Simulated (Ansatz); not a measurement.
The same path of CH₅MgSb (8 atoms, charge 0, multiplicity 1) was run 3 times with different band settings.

These are results of RKS BLYP-D4/def2-SVP (Ansatz), not measurements.

Relaxed end points:

```xyz
8
Properties=species:S:1:pos:R:3
C -1.060 1.530 -0.533
Mg -0.165 -0.220 0.241
Sb 1.015 -2.539 1.266
H -1.847 1.292 -1.281
H -0.315 2.184 -1.035
H -1.541 2.133 0.268
H 1.478 -2.844 -0.393
H 2.434 -1.536 1.468
```

```xyz
8
Properties=species:S:1:pos:R:3
C -1.059 1.521 -0.552
Mg -0.179 -0.318 -0.003
Sb 0.978 -2.755 0.725
H -2.058 1.651 -0.080
H -1.204 1.594 -1.652
H -0.435 2.388 -0.244
H 2.320 -2.228 -0.265
H 1.637 -1.853 2.071
```

Common settings: spring 5.0 eV/Å²; optimiser quadratic models (default); start path through a guess of the saddle point; force threshold 0.05 eV/Å; end points relaxed.

| run | movable images | climbing image | iteration limit |
| --- | --- | --- | --- |
| 1 | 7 | yes | 58 |
| 2 | 8 | no | 60 |
| 3 | 6 | no | 60 |

(1) What does each run give, and how far can it be trusted?

Results:

(1) Run 1: converged after 9 iterations, highest image 0.000 eV above the first end. The highest image is an end point: on this band no image between the ends rises above it.
Run 2: converged after 8 iterations, highest image 0.000 eV above the first end. The top lies less than 8 meV above the higher end, about what the thresholds resolve: that end is a shoulder or a very shallow well. No image climbed, so the highest image needn't sit at the top of the path.
Run 3: converged after 8 iterations, highest image 0.000 eV above the first end. The top lies less than 8 meV above the higher end, about what the thresholds resolve: that end is a shoulder or a very shallow well. No image climbed, so the highest image needn't sit at the top of the path.
